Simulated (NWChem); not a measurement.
System: AlH3Se2; SMILES [SeH][AlH][SeH]

Here is an NWChem input.

```
start job
memory heap 200 mb stack 900 mb global 1100 mb
geometry units angstroms noautosym nocenter noautoz
  Al     0.000000     0.000000    -0.982275
  H      0.000000     0.000000    -2.561894
  Se    -2.019118     0.307225     0.111515
  H     -1.423041     0.216321     1.453072
  Se     2.019118    -0.307225     0.111515
  H      1.423041    -0.216321     1.453072
end
basis spherical
  * library def2-tzvp
end
dft
  xc pbe0
  iterations 150
end
property
  efieldgrad
end
task dft property
```

Geometry: optimised at PBE0/def2-SVP.

Vzz is the largest principal value of the second derivative of the potential at the nucleus (NWChem prints the opposite sign); η is the asymmetry. Non-relativistic.

Atoms are numbered as in the input.

Problem. Predict the main results of this run. (PBE0/def2-TZVP.) Quantities: Vzz Al1 (a.u.); η Al1; Vzz Se5 (a.u.); η Se5.

Solution. 
| Property | Value |
|---|---|
| Vzz Al1 (a.u.) | 0.970 |
| η Al1 | 0.45 |
| Vzz Se5 (a.u.) | 3.317 |
| η Se5 | 0.85 |
